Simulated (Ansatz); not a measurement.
Start from `C[SiH](S)Cl` and change one atom or group to get `S[SiH](Cl)CCl`.

Ansatz, PBE0-D4/def2-TZVP geometries, multiplicity 1. Each molecule was computed in one conformer, which needn't be the lowest.

```tsv
property	`C[SiH](S)Cl`
LUMO energy (B3LYP/def2-TZVPP) / eV	-0.03
zero-point energy (PBE0-D4/def2-TZVP) / kJ/mol	150.0
ideal-gas entropy at 298 K and 1 bar (rigid rotor, harmonic PBE0-D4/def2-TZVP) / J/(mol·K)	342
HOMO–LUMO gap (PBE/def2-TZVPP) / eV	5.75
LUMO energy (PBE/def2-TZVPP) / eV	-0.71
HOMO–LUMO gap (PBE0/def2-TZVPP) / eV	7.94
```

(1) What does the change do to each property? (An estimate is asked.)

Answers

(1) Ansatz gave: 
| property | `S[SiH](Cl)CCl` | shift |
| --- | --- | --- |
| LUMO energy (B3LYP/def2-TZVPP) / eV | -0.46 | -0.43 |
| zero-point energy (PBE0-D4/def2-TZVP) / kJ/mol | 128.4 | -21.6 |
| ideal-gas entropy at 298 K and 1 bar (rigid rotor, harmonic PBE0-D4/def2-TZVP) / J/(mol·K) | 373 | 31 |
| HOMO–LUMO gap (PBE/def2-TZVPP) / eV | 5.27 | -0.48 |
| LUMO energy (PBE/def2-TZVPP) / eV | -1.25 | -0.54 |
| HOMO–LUMO gap (PBE0/def2-TZVPP) / eV | 7.53 | -0.41 |

With PBE0 the HOMO falls by 0.08 eV and the LUMO falls by 0.49 eV, so the gap narrows by about 0.41 eV. PBE moves the HOMO by -0.07 eV and ωB97M-V by -0.09 eV.

B3LYP here is the variant with VWN-RPA as its local correlation; programs differ in this.
